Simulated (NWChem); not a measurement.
Plane-wave run on MgS (space group Fm-3m)

```
MgS
1.0
    0.00000     2.60440     2.60440
    2.60440     0.00000     2.60440
    2.60440     2.60440     0.00000
Mg S
1 1
Direct
  0.00000   0.00000   0.00000
  0.50000   0.50000   0.50000
```

All runs are NWChem calculations. Origin of the cell: Materials Project cell, not relaxed here.

Norm-conserving pseudopotentials with valence charges Mg 2, S 6, fixed occupations, no spin-orbit coupling, density cut at twice the wavefunction cutoff.

### Question
At a cutoff of 25 Ha and the same cell, LDA (Vosko), Troullier-Martins gives an indirect gap along this path of 2.53 eV from Γ to X (smallest direct gap on this path 3.36 eV). What does PBE, Troullier-Martins give?

### Answer
It gives an indirect gap along this path of 2.71 eV from Γ to X (smallest direct gap on this path 3.57 eV).
